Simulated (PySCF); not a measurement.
**ZnS⁺ at UHF-CCSD(T)**

Level: UHF-CCSD(T). Zn cc-pVDZ-PP with ECP10, S cc-pV(D+d)Z; scalar-relativistic core potentials (PySCF 2.14).

For ZnS⁺, the state is ²Π (doublet), unpaired electrons π ↑. The bond length is 2.161 Å, the harmonic wavenumber is 399 cm⁻¹ and the force constant is 2.00 mdyn/Å. The rotational constant Be is 0.1694 cm⁻¹ and the anharmonicity ωexe is 1.53 cm⁻¹. The vibration–rotation constant αe is 0.000862 cm⁻¹, the well depth De to Zn⁺ + S is 42.4 kcal/mol and the dissociation energy D0 is 41.8 kcal/mol.

Correlated steps freeze 5 core orbitals. Correlated levels converge slowly with the basis: in double zeta they bind strong bonds too weakly, by up to about 1 eV, and carry superposition errors of some tenths. For an ion De counts to the pair picked by the measured ionisation energies or electron affinities, which need not be the lowest pair at this level. The state is the lowest determinant that a PBE0 search found; another state may lie lower at other levels.
